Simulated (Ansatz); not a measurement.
Z-matrix (Å, degrees):
```
Al
N 1 1.947
N 1 1.943 2 87.9
C 1 1.953 2 112.8 3 -114.8
Cl 1 2.129 2 108.0 3 109.0
Al 1 2.793 2 44.1 3 -6.2
H 2 1.015 1 113.3 3 -110.2
H 2 1.014 1 115.6 3 125.9
H 3 1.015 1 113.3 2 110.2
H 3 1.014 1 115.7 2 -125.9
C 4 1.531 1 114.3 2 -70.6
H 4 1.099 1 108.9 2 52.5
H 4 1.097 1 108.8 2 166.6
Cl 6 2.129 1 120.2 2 86.1
C 6 1.953 1 118.9 2 -95.1
H 11 1.093 4 111.4 1 -59.4
H 11 1.095 4 111.9 1 60.0
H 11 1.094 4 112.4 1 -179.8
C 15 1.531 6 114.3 1 -119.5
H 15 1.097 6 108.8 1 117.7
H 15 1.099 6 108.9 1 3.7
H 19 1.094 15 112.4 6 -179.8
H 19 1.095 15 111.9 6 60.0
H 19 1.093 15 111.4 6 -59.4
```

Charge 0, multiplicity 1.

(1) List the PBE/def2-TZVPP orbital energies in eV (Ansatz). (Best estimate.)

Answers

(1) Ansatz gave: Occupied: -2738.07, -2738.07, -1506.45, -1506.45, -381.05, -381.05, -268.72, -268.72, -268.35, -268.35, -248.66, -248.66, -189.30, -189.30, -189.21, -189.21, -189.21, -189.21, -106.69, -106.69, -68.69, -68.68, -68.68, -68.68, -68.58, -68.58, -22.21, -21.74, -19.44, -19.42, -18.43, -18.43, -14.87, -14.84, -12.97, -12.67, -12.53, -10.67, -10.66, -10.61, -10.22, -9.81, -9.59, -9.06, -8.89, -8.86, -8.62, -8.25, -8.23, -8.05, -7.47, -7.42, -7.40, -7.17, -6.48, -6.20. Lowest empty: -0.82, -0.54, 0.23, 0.46, 0.59, 0.80, 0.92, 1.16.
